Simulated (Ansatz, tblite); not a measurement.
Isomers of Sn4Te3 (singlet), found by a short tight-binding search and relaxed with r2SCAN-D4/def2-SVP in Ansatz.

In the def2 sets Sn, Te take a core potential; there is no spin–orbit coupling. The xTB rows come from tblite. Correlated methods freeze 28 core orbitals; core or outer-core shells of Sn, Te are correlated, in sets that lack core-valence functions.

Run but left out: HF/def2-SVP (B: restricted singlet, unstable towards broken spin symmetry); HF/def2-SVP (C: restricted singlet, unstable towards broken spin symmetry).

B: The restricted singlet is unstable towards broken spin symmetry in Hartree–Fock (as tested in another run); at LDA (SPW92)/def2-TZVP, PBE-D4/def2-TZVP, r2SCAN-D4/def2-TZVP, PBE0-D4/def2-TZVP this wasn't settled. At MP2/def2-SVP the restricted singlet (for correlated methods, its reference) is unstable: a solution with broken spin symmetry lies lower. C: The restricted singlet is unstable towards broken spin symmetry in Hartree–Fock (as tested in another run); at LDA (SPW92)/def2-TZVP, PBE-D4/def2-TZVP, r2SCAN-D4/def2-TZVP, PBE0-D4/def2-TZVP this wasn't settled. At MP2/def2-SVP the restricted singlet (for correlated methods, its reference) is unstable: a solution with broken spin symmetry lies lower.

Other spin states weren't relaxed.

A:

Cartesian coordinates in Å:
```
Sn 1.043 -0.597 -1.955
Sn 0.745 -0.482 2.034
Sn -2.023 -0.671 -0.850
Sn -0.341 2.122 -0.804
Te -1.756 1.033 1.512
Te 0.061 -2.536 0.001
Te 2.270 1.130 0.061
```

B:

```
atom    x (Å)    y (Å)    z (Å)
 Sn1   0.0228  -1.9863   0.7332
 Sn2   0.2521   2.0566  -0.2752
 Sn3  -2.1856   0.4464  -1.3096
 Sn4   2.8760   0.7512  -0.1729
 Te5   1.0528   0.4611   2.0724
 Te6  -2.7216  -1.2432   0.8142
 Te7   0.7036  -0.4857  -1.8620
```

C:

```xyz
7

Sn    1.1366   -2.3822    1.0671
Sn   -1.7672    0.9578   -0.9616
Sn   -0.3700    1.9463    1.5963
Sn    0.3516   -0.1378   -2.8082
Te   -0.9352   -1.8801   -0.8499
Te    0.5260   -0.4388    2.8739
Te    1.0581    1.9348   -0.9177
```

Q: Estimate their order by electronic energy at PBE0-D4/def2-TZVP, counted from the lowest.

A: A (0.0) < B (19.9) < C (28.1), in kcal/mol.

Q: Do the other levels pick the same lowest one?

A: All that were run do. Energies above each level's lowest (kcal/mol):

| level | A | B | C |
| --- | --- | --- | --- |
| GFN1-xTB | 0.0 | 27.7 | 42.6 |
| GFN2-xTB | 0.0 | 18.0 | 24.9 |
| LDA (SPW92)/def2-TZVP | 0.0 | 18.3 | 25.8 |
| PBE-D4/def2-TZVP | 0.0 | 18.6 | 25.9 |
| r2SCAN-D4/def2-TZVP | 0.0 | 18.2 | 25.1 |
| PBE0-D4/def2-TZVP | 0.0 | 19.9 | 28.1 |
| MP2/def2-SVP | 0.0 | 18.6 | 25.7 |
Point groups (tolerance 0.1 Å): A C3v, B not assigned, C not assigned. Lower isomers may exist.
